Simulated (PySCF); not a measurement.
Isomers C8H9P:

A. `c1ccc(C2CC2)pc1`
B. `C/C=P\c1ccccc1`
C. SMILES c1ccc2c(c1)CPC2

Spectrum 1. 13C{1H} NMR (computed): δ 149.6 (C), 131.4 (CH), 131.0 (CH), 33.3 (CH2).

Spectrum 2. 13C{1H} NMR (computed): δ 201.1 (CH), 149.3 (C), 138.1 (CH), 133.8 (CH), 133.8 (CH), 24.9 (CH3).

Spectrum 3. 13C{1H} NMR (computed): δ 192.4 (C), 165.1 (CH), 137.3 (CH), 135.5 (CH), 133.6 (CH), 25.8 (CH), 23.5 (CH2).

[PySCF 2.14: geometry: GFN2-xTB; σ from GIAO-PBE0/pcSseg-1; non-relativistic; one computed conformer; rapidly exchanging positions averaged; no solvent]

Referencing at the same level of theory: 13C (σ = 186.93 ppm) vs TMS. Splittings of carbon signals by F and P are missing where no couplings were computed. Shifts are as computed. Against solution values, carbons near 30 ppm lie about +3 ppm off and those near 130 ppm about +5 ppm. Of 1211 compounds with measured shifts, 218 miss one by over three times the rms of a fit or turn the order of signals round; such compounds aren't used in these exercises.

Which spectrum belongs to which compound?

Results:

1–C, 2–B, 3–A.

- Spectrum 1 (C): 4 13C signals; δC 131.4 is an aromatic CH; δC 131.0 is an aromatic CH.
- Spectrum 2 (B): 6 13C signals; δC 138.1 is an aromatic CH; δC 133.8 is an aromatic CH.
- Spectrum 3 (A): 7 13C signals; δC 137.3 is an aromatic CH; δC 135.5 is an aromatic CH.
